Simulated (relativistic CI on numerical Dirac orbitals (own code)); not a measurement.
Er⁶⁶⁺: sensitivity of the levels to the model

Base calculation: Dirac-Coulomb-Breit CI, KLI orbitals optimised for each configuration, model QED (radiative potential, 1s self-energy scaled to tabulated hydrogen-like ionisation energies), unscaled Slater integrals.

Configuration list: 1s2, 1s.2s, 1s.2p, 1s.3s, 1s.3p, 1s.3d, 1s.4s, 1s.4p, 1s.4d, 1s.4f, 1s.5s, 1s.5p, 1s.5d, 1s.5f, 1s.5g, 1s.6s, 1s.6p, 1s.6d, 2s2. Levels of other configurations are missing.

The lowest level and the first level of each name with at least 55 % of one term (blank where a level has no safe partner in the second run):

```
      Level  Base (eV)  Shift (eV)
   1s2 1S_0        0.0         0.0
 1s.2s 3S_1    49125.3        -1.4
1s.2p 3P°_1    49228.8        -1.5
 1s.2s 1S_0    49253.9        -0.3
1s.2p 3P°_0    49254.8        -1.6
1s.2p 3P°_2    50304.9        -1.4
1s.2p 1P°_1    50350.5        -1.3
 1s.3s 3S_1    58559.9        -1.3
1s.3p 3P°_1    58587.7        -1.4
 1s.3s 1S_0    58594.2        -1.1
1s.3p 3P°_0    58594.6        -1.5
1s.3p 3P°_2    58908.0        -1.3
 1s.3d 3D_2    58917.5        -1.3
 1s.3d 3D_1    58920.7        -1.3
1s.3p 1P°_1    58921.4        -1.4
 1s.3d 3D_3    59011.9        -1.3
 1s.3d 1D_2    59014.3        -1.3
 1s.4s 3S_1    61803.8        -1.3
1s.4p 3P°_1    61815.1        -1.3
 1s.4s 1S_0    61817.7        -1.3
1s.4p 3P°_0    61817.8        -1.4
1s.4p 3P°_2    61949.4        -1.3
```

At this charge energies of transitions that change n are usually good to better than 1 %, and those within a shell (Δn = 0) to a few per cent.

(1) One thing was changed in a second run, which moved the levels as shown. Which?
A. one mean potential for all configurations
B. configuration mixing switched off
C. Breit term removed
D. QED terms removed

Results:

(1) A. One mean potential for all configurations. One potential for all configurations removes the relaxation of the orbitals, which moves whole configurations and changes the integrals a little.

LS names give the leading component of a level, which can be under half, so a name can repeat, a term be missing and a line seem to break the LS rules.
